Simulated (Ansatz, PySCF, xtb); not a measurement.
HCl (SMILES Cl) and H4OSi (SMILES O[SiH3]) are pulled apart as rigid monomers along the line of their centres of mass, from the B3LYP-D3(BJ)/def2-TZVP minimum. Starting geometry (charge 0, multiplicity 1):
```xyz
8

Cl    -0.822     0.455    -0.432
H     -0.726    -0.386     0.536
O      0.324    -0.269     4.848
Si     0.089     0.250     3.300
H      1.061    -0.855     5.035
H      1.306     0.871     2.729
H     -1.024     1.215     3.350
H     -0.290    -0.885     2.410
```

Interaction energies with rigid monomers; basis-set methods are counterpoise corrected unless marked otherwise.

Frozen-core correlation. Rows in 6-31G* carry no dispersion term and start afresh at each structure (6-31G* with six Cartesian d functions).

Programs: Ansatz (an electronic-structure program) with Gaussian orbitals; PySCF for 6-31G* rows; xtb for the GFN methods. Each number belongs to the level named beside it.

```
H2···H8 (Å)  GFN-FF (kJ/mol)  B3LYP/6-31G* (kJ/mol)  M06-2X/6-31G* (no counterpoise) (kJ/mol)  wB97X-V/def2-TZVPPD (kJ/mol)  SCS-MP2/aug-cc-pV(D+d)Z (kJ/mol)
-----------  ---------------  ---------------------  ----------------------------------------  ----------------------------  --------------------------------
1.79                     4.6                    3.4                                         ?                          -2.7                               2.0
1.99                     1.2                    0.1                                      -6.0                          -4.7                              -1.3
2.28                    -0.6                   -1.1                                      -5.3                          -4.6                              -2.7
2.77                    -0.9                      ?                                      -2.9                          -2.8                              -2.1
3.56                    -0.4                    0.0                                      -0.9                          -1.0                              -0.8
```

### Question
Complete the blanks.

### Answer

- 1.79, M06-2X/6-31G* (no counterpoise) (kJ/mol): -4.3
- 2.77, B3LYP/6-31G* (kJ/mol): -0.6
